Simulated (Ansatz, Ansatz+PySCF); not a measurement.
```
atom   x (Å)   y (Å)    z (Å)
   C  0.0000  0.0000  -0.6962
   O  0.0000  0.0000   0.5221
```

Basis set: def2-SVP (spherical functions). Frozen core: 2 orbitals. Charge 0, multiplicity 1.

Computed with Ansatz (development build ahead of 0.2.0); each method stands on the lowest determinant of its kind that the runs found. Restricted open shells among the atoms or ions are ROHF, correlated in semicanonical orbitals with singles.

Task: Give the atomization energy at this shape (free ground-state atoms in the same class of orbitals less the molecule, no zero-point energy) of singlet CO by RHF-CCSD(T), RHF-CCSD, RHF-MP2, RHF, UHF.

Result:

| method | atomization energy |
| --- | --- |
| RHF-CCSD(T) | 10.51 eV |
| RHF-CCSD | 10.19 eV |
| RHF-MP2 | 11.05 eV |
| RHF | 7.16 eV |
| UHF | 6.91 eV |

Caution: the shape is not the minimum.
